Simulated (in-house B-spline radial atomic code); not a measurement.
Lu²⁺. Computed with a B-spline radial atomic code. Model: all-electron spherical atom, spin shells full or empty, radial basis limit, no spin-orbit coupling, Breit or QED, empty-state partial waves extrapolated as (l+1/2)^-4, RPA, G0W0 and static COHSEX of the highest shell as one setting changes (uncorrelated shells keep exact exchange).

Empty levels are discrete states of a finite basis, so the steps are uneven.

Without the two-electron picture change, core correlation of heavy ions comes too large.

Given: element Lu; charge 2; filled core Xe; hamiltonian one-electron scalar X2C; mean-field start PBE0; highest l of empty states 9; nuclear rms radius 5.37 fm; lowest nl shells left uncorrelated 0; highest mean-field shell 6s up; box radius 17.55 bohr.

Shell: 4f 7 7, 6s 1 0 (electrons up and down).

| highest empty level kept (hartree) | RPA correlation energy (hartree) | G0W0 level (eV) | G0W0 minus most complete (meV) | COHSEX level (eV) | linearised minus solved G0W0 (meV) |
| --- | --- | --- | --- | --- | --- |
| 3 | -0.66838 | -21.204 | 270.4 | -22.3 | 27.3 |
| 6 | -1.0656 | -21.291 | 183.5 | -22.477 | 28.7 |
| 10.5 | -1.4897 | -21.348 | 126.4 | -22.61 | 29.6 |
| 18 | ? | ? | ? | ? | ? |
| 30 | -2.7168 | -21.428 | 46.4 | -22.799 | 31 |
| 54 | -3.3158 | -21.449 | 25.9 | -22.851 | 31.4 |
| 90 | -3.9294 | -21.46 | 14.6 | -22.883 | 31.6 |
| 180 | -4.5762 | -21.467 | 7.8 | -22.907 | 31.7 |
| 360 | ? | ? | ? | ? | ? |
| 750 | -5.6026 | -21.473 | 1.7 | -22.927 | 31.8 |
| 1800 | -5.9315 | -21.474 | 0.7 | -22.931 | 31.8 |
| 6000 | -6.1994 | -21.475 | 0 | -22.933 | 31.8 |

What follows for highest empty level kept = 360?

RPA correlation energy -5.1697 hartree; G0W0 level -21.471 eV; G0W0 minus most complete 3.4 meV; COHSEX level -22.921 eV; linearised minus solved G0W0 31.8 meV.

What follows for highest empty level kept = 18?

RPA correlation energy -2.1636 hartree; G0W0 level -21.399 eV; G0W0 minus most complete 75.3 meV; COHSEX level -22.722 eV; linearised minus solved G0W0 30.5 meV.
